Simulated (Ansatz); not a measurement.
Consider the ligand exchange at a B–N bond: `BN1C[SiH2]1` + `N=C(F)S` → `B/N=C(/F)S` + `C1N[SiH2]1`.

Gas-phase electronic energies from Ansatz, PBE0-D4/def2-TZVP geometries. CCSD(T)/CBS is the MP2 limit (def2-TZVPP, def2-QZVPP) plus CCSD(T) − MP2 in def2-TZVPP, frozen cores. DFT in def2-TZVPP. Each species was taken in one conformer, which may not be the lowest.

CCSD(T)/CBS gives +32.3 kJ/mol.

**Question.** Another level gave +27.0 kJ/mol. Which?
A. CCSD(T)/def2-TZVPP
B. HF/def2-TZVPP
C. r2SCAN0/def2-TZVPP
D. LDA (SPW92)/def2-TZVPP

**Answer.** C. r2SCAN0 27.0, CCSD(T)/def2-TZVPP 33.9, LDA (SPW92) 17.5, HF/def2-TZVPP 38.6 kJ/mol.

Largest T1 diagnostic among the species: 0.015.

From BLYP to BHLYP (50 % exact exchange), in def2-TZVPP and without D4, ΔE moves by +8.6 kJ/mol. In def2-TZVPP, CCSD(T) changes the Hartree–Fock value by −4.8 kJ/mol (the triples alone add −0.9 kJ/mol) and MP2 by −6.2 kJ/mol. Leaving LDA and LC-ωPBE aside and taking each functional with its dispersion term where it has one, the values, not all of them listed here, spread over 9.4 kJ/mol, from PBE-D4 to BHLYP-D4.
